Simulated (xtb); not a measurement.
xtb input (GFN2-xTB):

```bash
xtb mol.xyz --gfn 2 --sp --chrg 1 --uhf 0
```
mol.xyz:
```
4

Zr     0.02008603     0.00278907    -0.00841683
H      0.47326178    -0.55954638     1.70764292
H     -0.64044715     1.73401202    -0.19011303
H     -0.63625573    -1.28602851    -1.18085669
```

Output:

```
           -------------------------------------------------
          |                Calculation Setup                |
           -------------------------------------------------

           -------------------------------------------------
          |                 G F N 2 - x T B                 |
           -------------------------------------------------

        Reference                      10.1021/acs.jctc.8b01176
      * Hamiltonian:
        H0-scaling (s, p, d)           1.850000    2.230000    2.230000
        zeta-weighting                 0.500000
      * Dispersion:
        s8                             2.700000
        a1                             0.520000
        a2                             5.000000
        s9                             5.000000
      * Repulsion:
        kExp                           1.500000    1.000000
        rExp                           1.000000
      * Coulomb:
        alpha                          2.000000
        third order                    shell-resolved
        anisotropic                    true
        a3                             3.000000
        a5                             4.000000
        cn-shift                       1.200000
        cn-exp                         4.000000
        max-rad                        5.000000

          ...................................................
          :                      SETUP                      :
          :.................................................:
          :  # basis functions                  13          :
          :  # atomic orbitals                  12          :
          :  # shells                            6          :
          :  # electrons                         6          :
          :  max. iterations                   250          :
          :  Hamiltonian                  GFN2-xTB          :
          :  restarted?                      false          :
          :  GBSA solvation                  false          :
          :  PC potential                    false          :
          :  electronic temp.          300.0000000     K    :
          :  accuracy                    1.0000000          :
          :  -> integral cutoff          0.2500000E+02      :
          :  -> integral neglect         0.1000000E-07      :
          :  -> SCF convergence          0.1000000E-05 Eh   :
          :  -> wf. convergence          0.1000000E-03 e    :
          :  Broyden damping             0.4000000          :
          :  net charge                          1          :
          :  unpaired electrons                  0          :
          ...................................................

 iter      E             dE          RMSdq      gap      omega  full diag
   1     -2.6461766 -0.264618E+01  0.442E+01    3.51       0.0  T
   2     -2.6467112 -0.534609E-03  0.265E+01    3.50       1.0  T
   3     -2.6475394 -0.828209E-03  0.775E-01    2.88       1.0  T
   4     -2.6475827 -0.432520E-04  0.435E-01    2.91       1.0  T
   5     -2.6475893 -0.659070E-05  0.999E-02    2.99       1.0  T
   6     -2.6475975 -0.826184E-05  0.253E-02    2.96       2.0  T
   7     -2.6475977 -0.124894E-06  0.126E-02    2.96       4.0  T
   8     -2.6475977 -0.255473E-07  0.196E-04    2.96     255.7  T
   9     -2.6475977 -0.166795E-10  0.599E-05    2.96     835.4  T

   *** convergence criteria satisfied after 9 iterations ***

         #    Occupation            Energy/Eh            Energy/eV
      -------------------------------------------------------------
         1        2.0000           -0.8215714             -22.3561
         2        2.0000           -0.6570015             -17.8779
         3        2.0000           -0.6570015             -17.8779 (HOMO)
         4                         -0.5482733             -14.9193 (LUMO)
         5                         -0.5482733             -14.9193
         6                         -0.5461189             -14.8607
         7                         -0.5428906             -14.7728
         8                         -0.5428906             -14.7728
       ...                                ...                  ...
        12                          0.1719191               4.6782
      -------------------------------------------------------------
                  HL-Gap            0.1087282 Eh            2.9586 eV
             Fermi-level           -0.6026374 Eh          -16.3986 eV

 SCC (total)                   0 d,  0 h,  0 min,  0.002 sec
 SCC setup                      ...        0 min,  0.000 sec (  4.760%)
 Dispersion                     ...        0 min,  0.000 sec (  1.277%)
 classical contributions        ...        0 min,  0.000 sec (  0.932%)
 integral evaluation            ...        0 min,  0.000 sec ( 19.006%)
 iterations                     ...        0 min,  0.001 sec ( 54.068%)
 molecular gradient             ...        0 min,  0.000 sec ( 14.011%)
 printout                       ...        0 min,  0.000 sec (  5.191%)

         :::::::::::::::::::::::::::::::::::::::::::::::::::::
         ::                     SUMMARY                     ::
         :::::::::::::::::::::::::::::::::::::::::::::::::::::
         :: total energy              -2.640680314915 Eh    ::
         :: gradient norm              0.016909244651 Eh/a0 ::
         :: HOMO-LUMO gap              2.958644224569 eV    ::
         ::.................................................::
         :: SCC energy                -2.647597613321 Eh    ::
         :: -> isotropic ES            0.120168021838 Eh    ::
         :: -> anisotropic ES          0.005074854259 Eh    ::
         :: -> anisotropic XC         -0.015319566902 Eh    ::
         :: -> dispersion             -0.000980427328 Eh    ::
         :: repulsion energy           0.006917298406 Eh    ::
         :: add. restraining           0.000000000000 Eh    ::
         :: total charge               1.000000000000 e     ::
         :::::::::::::::::::::::::::::::::::::::::::::::::::::

           -------------------------------------------------
          |                Property Printout                |
           -------------------------------------------------

    * Orbital Energies and Occupations

         #    Occupation            Energy/Eh            Energy/eV
      -------------------------------------------------------------
         1        2.0000           -0.8215714             -22.3561
         2        2.0000           -0.6570015             -17.8779
         3        2.0000           -0.6570015             -17.8779 (HOMO)
         4                         -0.5482733             -14.9193 (LUMO)
         5                         -0.5482733             -14.9193
         6                         -0.5461189             -14.8607
         7                         -0.5428906             -14.7728
         8                         -0.5428906             -14.7728
         9                         -0.3498092              -9.5188
        10                          0.0319596               0.8697
        11                          0.1719191               4.6782
        12                          0.1719191               4.6782
      -------------------------------------------------------------
                  HL-Gap            0.1087282 Eh            2.9586 eV
             Fermi-level           -0.6026374 Eh          -16.3986 eV

     #   Z          covCN         q      C6AA      α(0)
     1  40 Zr       2.508     1.336   232.972    35.586
     2   1 H        0.836    -0.112     6.068     3.862
     3   1 H        0.836    -0.112     6.068     3.862
     4   1 H        0.836    -0.112     6.068     3.862

 Mol. C6AA /au·bohr⁶  :        499.386833
 Mol. C8AA /au·bohr⁸  :      48772.040479
 Mol. α(0) /au        :         47.173662
Note: The following floating-point exceptions are signalling: IEEE_DENORMAL
normal termination of xtb

Wiberg/Mayer (AO) data.
largest (>0.10) Wiberg bond orders for each atom

 ---------------------------------------------------------------------------
     #   Z sym  total        # sym  WBO       # sym  WBO       # sym  WBO
 ---------------------------------------------------------------------------
     1  40 Zr   2.662 --     3 H    0.887     4 H    0.887     2 H    0.887
     2   1 H    0.987 --     1 Zr   0.887
     3   1 H    0.987 --     1 Zr   0.887
     4   1 H    0.987 --     1 Zr   0.887
 ---------------------------------------------------------------------------

Topologies differ in total number of bonds
Writing topology from bond orders to xtbtopo.mol

molecular dipole:
                 x           y           z       tot (Debye)
 q only:        0.221       0.031      -0.093
   full:        0.883       0.123      -0.370       2.452
molecular quadrupole (traceless):
                xx          xy          yy          xz          yz          zz
 q only:        1.451       0.335      -0.914      -1.010      -0.140      -0.537
  q+dip:        1.065       0.246      -0.671      -0.742      -0.103      -0.394
   full:        6.922       1.597      -4.360      -4.821      -0.669      -2.562

           -------------------------------------------------
          | TOTAL ENERGY               -2.640680314915 Eh   |
          | GRADIENT NORM               0.016909244651 Eh/α |
          | HOMO-LUMO GAP               2.958644224569 eV   |
           -------------------------------------------------

------------------------------------------------------------------------
------------------------------------------------------------------------
 total:
 SCF:
```

This state (charge 1, singlet) is run at the relaxed geometry of the species with charge 0 and multiplicity 2.
